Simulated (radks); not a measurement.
Values are calculated unless marked as measured or tabulated.
Bi71+, configuration [Ne] 3s2. Level of theory: scalar-relativistic Kohn-Sham, LDA (Slater exchange, Perdew-Wang correlation), spin-unpolarised, spherical densities, finite nucleus; Fermi nuclear charge, rms radius 5.5211 fm (a radial shooting solver on a logarithmic mesh with Libxc functionals).

Normalised radial functions P(r) = r R(r), r in bohr:

r	3s
0.001773	0.6785
0.002183	0.7676
0.002709	0.8627
0.003362	0.9551
0.004173	1.0369
0.005138	1.0948
0.006377	1.1183
0.007914	1.0851
0.009744	0.9783
0.01209	0.7677
0.01501	0.4387
0.01863	-0.0101
0.02293	-0.5299
0.02846	-1.0918
0.03533	-1.5542
0.04384	-1.7499
0.05398	-1.5278
0.067	-0.7819
0.08315	0.4043
0.1032	1.7114
0.1271	2.6382
0.1577	2.8723
0.1957	2.3333
0.241	1.4443
0.2991	0.6338
0.3712	0.1884
0.4606	0.0350

3s: eigenvalue -9238.2 eV, 2 radial nodes at r = 0.0185, 0.0777 bohr, <r> = 0.158 bohr, 90 % of the charge inside 0.230 bohr.
